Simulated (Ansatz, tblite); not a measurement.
Cost and result up the ladder for (CuCl)2 ring (Cu2Cl2) (4 atoms). The state is a singlet with charge 0. Geometry: r2SCAN-D4/def2-SVP.

```xyz
4

Cu    0.511    0.461    0.908
Cl   -1.369    1.393    0.063
Cu   -0.511   -0.461   -0.908
Cl    1.369   -1.393   -0.063
```

Ansatz on 4 threads of Arm Neoverse V1 on a shared host; xTB runs through tblite on one thread. Times are rough, summed over both states, and most runs start from the orbitals of an earlier one. PBE0-D4/def2-TZVP serves as the yardstick here, not as an exact answer. The other state is a doublet.

The xTB rows come from tblite.

Raw xTB energies of ions are shifted by several eV.

| level | functions | wall time |
| --- | --- | --- |
| GFN1-xTB | 36 | 0.008 s |
| GFN2-xTB | 36 | 0.008 s |
| PBE-D4/def2-TZVP (with forces) | 164 | 12 s |
| PBE0-D4/def2-TZVP | 164 | 14 s |
| r2SCAN-D4/def2-TZVP | 164 | 30 s |

**Question.** Estimate what each level gives for the vertical IE (eV).

**Answer.** 
```json
{"level": "GFN1-xTB", "vertical IE (eV)": "14.20", "difference from PBE0-D4/def2-TZVP (eV)": "4.96"}
{"level": "GFN2-xTB", "vertical IE (eV)": "13.87", "difference from PBE0-D4/def2-TZVP (eV)": "4.63"}
{"level": "PBE-D4/def2-TZVP (with forces)", "vertical IE (eV)": "8.93", "difference from PBE0-D4/def2-TZVP (eV)": "-0.32"}
{"level": "PBE0-D4/def2-TZVP", "vertical IE (eV)": "9.24", "difference from PBE0-D4/def2-TZVP (eV)": "0.00"}
{"level": "r2SCAN-D4/def2-TZVP", "vertical IE (eV)": "8.92", "difference from PBE0-D4/def2-TZVP (eV)": "-0.32"}
```
